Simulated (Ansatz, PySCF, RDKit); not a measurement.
Noncovalent pair: H3NSe (SMILES N[SeH]) (first 5 atoms) with HF (SMILES F); geometry from B3LYP-D3(BJ)/def2-TZVP.
(charge 0, multiplicity 1):
```xyz
7

N     -1.0014     0.6000     0.7596
Se    -0.2006    -0.9469     0.0494
H     -0.8263     1.3977     0.1597
H     -2.0012     0.4682     0.8594
H     -0.9287    -0.9973    -1.2400
F      0.0790     1.0336     3.1501
H     -0.3181     0.8896     2.2919
```

Counterpoise-corrected where a basis set is named; no monomer relaxation. RDKit's UFF carries no charges.

Codes used: Ansatz (a program for electronic structure) with Gaussian orbitals; PySCF for the dispersion terms; RDKit for the force fields. Each number belongs to the level named beside it.

Task: Estimate the interaction energy that HF/aug-cc-pVTZ returns for this input.

Result: -8.6 kcal/mol

Task: Predict the interaction energy from UFF.

Result: 125.8 kcal/mol

Task: Predict the interaction energy from r2SCAN-D4/def2-TZVPPD.

Result: -12.0 kcal/mol
